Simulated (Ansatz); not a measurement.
Abridged output of a molecular run in Ansatz:

```
Functional definition: HF
899 factors; integrals over basis functions are off by at most 1.3e-3 eV
mean field evaluation 1: about -24498.4026 eV, gradient 2.9e1 eV
mean field evaluation 2: about -24498.4102 eV, gradient 2.9e1 eV
mean field evaluation 4: about -24500.6892 eV, gradient 4.2e0 eV
mean field evaluation 8: about -24500.7450 eV, gradient 5.9e-4 eV
mean field -24500.74496894 eV, -900.3857704073 hartree, gradient 2.4e-6 eV, S^2 0.000000; 0 other end points of the search recorded, 0 dependent functions left out
13 core orbitals not correlated: weight in the atoms' cores, before any rotation towards them, 1.000 or more for the frozen orbitals, at most 0.000 for the correlated occupied ones
reference -24500.74496894 eV, -900.3857704073 hartree; 14, 14 occupied and 66, 66 virtual orbitals, 899 factors
second order -18.07077600 eV of doubles, -0.00000000 eV of singles
cycle   1  -18.48166748 eV  change   -4.1e-1 eV  update   1.1e-1
cycle   2  -18.99020737 eV  change   -5.1e-1 eV  update   3.5e-2
cycle   3  -19.13168669 eV  change   -1.4e-1 eV  update   1.9e-2
cycle   4  -19.12930327 eV  change    2.4e-3 eV  update   5.2e-3
cycle   5  -19.12702639 eV  change    2.3e-3 eV  update   2.1e-3
cycle   6  -19.12775355 eV  change   -7.3e-4 eV  update   6.5e-4
cycle   7  -19.12742902 eV  change    3.2e-4 eV  update   2.1e-4
cycle   8  -19.12733333 eV  change    9.6e-5 eV  update   8.3e-5
cycle   9  -19.12736036 eV  change   -2.7e-5 eV  update   3.6e-5
cycle  10  -19.12735379 eV  change    6.6e-6 eV  update   1.3e-5
perturbative correction -0.64317509 eV, -0.0236362487 hartree
Total energy: -24520.51549783 eV, -901.1123239429 hartree
```

Its atoms:

Cartesian coordinates in Å:
```
Cl 1.9257 1.1828 1.3212
C 0.6488 0.3944 0.5292
C -0.3800 -0.2992 1.0423
O -1.1796 -0.7662 0.0141
Si -0.1148 -0.0191 -1.0950
H -0.6733 -0.5410 2.0592
H -0.7760 1.0451 -1.8840
H 0.5491 -0.9968 -1.9869
```

Problem. Which basis set was used?
A. def2-SVPD
B. def2-TZVPPD
C. def2-TZVPP
D. def2-SVP

Solution. D. It gives 93 functions.

Problem. Write the keys of the input that set method, charge and spin (a neutral closed shell needs none for the last two).

Solution. 
```yaml
correlation: {method: ccsd_t}
```
